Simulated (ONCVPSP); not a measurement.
Varying the ONCV potential for Ga (Z = 31)

Base potential:

ONCVPSP 4.0.1 input, shortened (lines: element, Z, core and valence counts, functional; n l f; lmax; l rc ep ncon nbas qcut; lloc lpopt rc5 dvloc0; l nproj debl; icmod fcfact rcfact), PBE, scalar-relativistic:

```
  Ga 31.00    3    4        4      upf
    1    0    2.00
    2    0    2.00
    2    1    6.00
    3    0    2.00
    3    1    6.00
    3    2   10.00
    4    0    1.00
    3
    0    1.20    0.00    5    8   10.40
    1    1.10    0.00    4    9   15.50
    2    1.20    0.00    3    8   14.80
    3    1.10    0.40    3    6   10.50
    4    5    0.85    0.00
    0    2    1.20
    1    3    0.50
    2    3    1.20
    3    2    1.00
    3    4.75    1.60
```

In the p channel the program set the typed energies aside and used -4.380, 0.250, 0.750 Ha. In the d channel the program set the typed energies aside and used -1.446, 0.250, 1.450 Ha.

Cutoffs, loose and tight: the cutoffs (Ha) at which the residual kinetic energy of the hardest occupied pseudo-wave falls to 1 and 0.1 mHa per electron. They do not see the model core or the augmentation charge, which bear on the density cutoff. Test errors are all-electron minus pseudo excitation energies from the reference, over the configurations 3s2 3p6 3d10 4s2 4p1; 3s2 3p6 3d10 4s2; 3s2 3p6 3d10 4s0; 3s1 3p6 3d10 4s2 4p1. A dash means not determined; rows that change the core or the reference have their own tests.

```csv
change,outcome,"cutoff, loose","cutoff, tight",bound ghosts,GHOST(+) flags above zero,largest test error (meV)
base,"generated, projector energies reset by the program",79 Ha,89 Ha,none,none,-335
"all radii but the core radius scaled by about 0.78 (s 0.94, p 0.86, d 0.94, f 0.86 bohr); local potential polynomial inside 0.66 bohr (lpopt 5, dvloc0 0 Ha)","generated, projector energies reset by the program",139 Ha,186 Ha,none,"s, f",-109
"all radii but the core radius scaled by about 0.95 (s 1.14, p 1.04, d 1.14, f 1.04 bohr); local potential polynomial inside 0.80 bohr (lpopt 5, dvloc0 0 Ha)","generated, projector energies reset by the program",82 Ha,92 Ha,none,none,-270
"all radii but the core radius scaled by about 1.03 (s 1.24, p 1.14, d 1.24, f 1.14 bohr); local potential polynomial inside 0.88 bohr (lpopt 5, dvloc0 0 Ha)","generated, projector energies reset by the program",77 Ha,87 Ha,none,none,-373
"all radii but the core radius scaled by about 1.17 (s 1.40, p 1.28, d 1.40, f 1.28 bohr); local potential polynomial inside 1.00 bohr (lpopt 5, dvloc0 0 Ha)","generated, projector energies reset by the program",69 Ha,79 Ha,none,none,-566
"all radii but the core radius scaled by about 1.24 (s 1.50, p 1.36, d 1.50, f 1.36 bohr); local potential polynomial inside 1.06 bohr (lpopt 5, dvloc0 0 Ha)","generated, projector energies reset by the program",66 Ha,75 Ha,none,none,-686
"all radii but the core radius scaled by about 1.33 (s 1.60, p 1.46, d 1.60, f 1.46 bohr); local potential polynomial inside 1.12 bohr (lpopt 5, dvloc0 0 Ha)","failed: ERROR pspot: first pseudo wave function has node, program will stop",–,–,–,–,–
```

Task: What comes out with this change to the base: all radii but the core radius scaled by about 0.85 (s 1.02, p 0.94, d 1.02, f 0.94 bohr); local potential polynomial inside 0.72 bohr (lpopt 5, dvloc0 0 Ha)?

Result: outcome: generated, projector energies reset by the program; cutoff, loose: 89 Ha; cutoff, tight: 150 Ha; bound ghosts: none; GHOST(+) flags above zero: none; largest test error (meV): -162.

Task: What comes out with this change to the base: all radii but the core radius scaled by about 1.10 (s 1.32, p 1.22, d 1.32, f 1.22 bohr); local potential polynomial inside 0.94 bohr (lpopt 5, dvloc0 0 Ha)?

Result: outcome: generated, projector energies reset by the program; cutoff, loose: 74 Ha; cutoff, tight: 83 Ha; bound ghosts: none; GHOST(+) flags above zero: none; largest test error (meV): -471.

Reading the sweep of the scale of all radii but the core radius (base = 1) (base included, trends over the rows without a ghost): The loose cutoff falls from 139 Ha at 0.78 to 66 Ha at 1.24. A larger radius leaves more room for a smooth pseudo-wave, so fewer plane waves are needed; a smaller one forces it to follow the all-electron wave where it bends sharply. The median size of the test errors (rows with all tests solved) rises from 2.5 meV at 0.78 to 4.2 meV at 1.24. More of the atom is replaced by a form fitted at one configuration, so other configurations suffer as the radius grows. The generation fails at 1.33.
